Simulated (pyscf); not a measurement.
F–Ga(SH)–Cl, singlet

Gas-phase minimum from PySCF at ωB97X-D3(BJ)/def2-SVP, one conformer. 

```
Ga
F 1 1.7454
Cl 1 2.1189 2 116.91
S 1 2.1645 2 119.16 3 179.94
H 4 1.3490 1 92.53 2 0.34
```
Charge 0, spin multiplicity 1.

Properties at ωB97X-D3(BJ)/def2-SVP:

```json
{
 "harmonic_wavenumbers_unscaled": "111, 159, 173, 268, 405, 488, 718, 742, 2755 cm⁻¹",
 "zero_point_energy": "8.3 kcal/mol",
 "rotational_symmetry_number": "1",
 "Entropy of this conformer at 298 K and 1 atm, rigid rotor and harmonic oscillator, modes under 100 cm⁻¹ raised to 100": "337.9 J/(mol K)",
 "dipole_moment": "1.51 D"
}
```

Single-point totals, which compare only within one level (frozen core for MP2 and CC):

```csv
level,total energy (hartree)
ωB97X-D3(BJ)/def2-TZVP,-2883.88937
PBE/def2-TZVP,-2883.15841
r²SCAN/def2-TZVP,-2883.79814
B3LYP-D3(BJ)/def2-TZVP,-2883.99158
PBE0-D3(BJ)/def2-TZVP,-2883.26969
M06-2X/def2-TZVP,-2883.83874
ωB97M-D3(BJ)/def2-TZVP,-2884.04507
HF/def2-TZVPP,-2880.52182
MP2/def2-TZVPP,-2881.35141
CCSD/def2-TZVPP,-2881.37612
CCSD(T)/def2-TZVPP,-2881.41062
```

Soft torsions are taken as harmonic, which can shift the entropy by several J/(mol K). The CCSD(T) − MP2 part came from Ansatz, without density fitting, on the same reference. The frozen core leaves the outer d or s,p core shells of the metals and heavy elements correlated in the MP2 and CC values, and def2-TZVPP describes them poorly, so these totals are far from the basis limit. Elements up to Kr have no core potential and no relativistic terms here.
